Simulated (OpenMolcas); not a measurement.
# 2s2 2p4 along the 8-electron sequence

```json
{
 "Program": "OpenMolcas",
 "Method": "CASSCF",
 "Basis": "ANO-R3",
 "Scalar Hamiltonian": "X2C, finite nucleus",
 "Spin-orbit coupling": "RASSI with atomic mean-field integrals over the reference wave functions, term energies averaged over their components"
}
```

Active space for each ion: 4 electrons in 3 orbitals (2p).

Computed levels in cm-1 above 3P2:

```
                               Level      O     F+   Ne2+
                                 3P1    148    319    600
                                 3P0    221    473    886
                                 1D2  17665  22802  27826
                                 1S0  43787  56517  68873
weight of 3P in the lowest level (%)    100    100    100
```

Measured, with the error of the calculation in %. Measured levels: O, F+ from NIST Handbook of Basic Atomic Spectroscopic Data; Ne2+ from Moore, Atomic Energy Levels, vol. I, NSRDS-NBS 35 (1971 reprint of NBS Circular 467, 1949).

```json
{"Level": "3P1", "O": "158 (-6.4)", "F+": "341 (-6.6)", "Ne2+": "650 (-7.7)"}
{"Level": "3P0", "O": "227 (-2.6)", "F+": "490 (-3.3)", "Ne2+": "927 (-4.4)"}
{"Level": "1D2", "O": "15868 (+11.3)", "F+": "20873 (+9.2)", "Ne2+": "25841 (+7.7)"}
{"Level": "1S0", "O": "33793 (+29.6)", "F+": "44918 (+25.8)", "Ne2+": "55747 (+23.5)"}
```

The fine-structure level 3P0 changes by a factor of 4.01 from O to Ne2+. Its fourth root runs 3.86, 4.66, 5.46, with steps per unit of Z of 0.81, 0.79; equal steps would mean a (Z - σ)^4 law with constant σ.

1D2 changes by a factor of 1.58 over the same range, with steps per unit of Z of +5140, +5020 cm-1.

With the s shell closed, the reference lacks s² → p² mixing. Without dynamic correlation excited terms often stand tens of per cent too high (terms of higher spin than the ground term too low), and those without a measured partner can miss by more than the paired ones (holds for O; F+). Measured partners are found by configuration, term and J. A level has none where our copy of the source lacks it or the pairing is in doubt (some pairs that miss far off the trend of their configuration count as doubtful), and it then counts in no deviation. Levels of configurations outside the active space are missing.
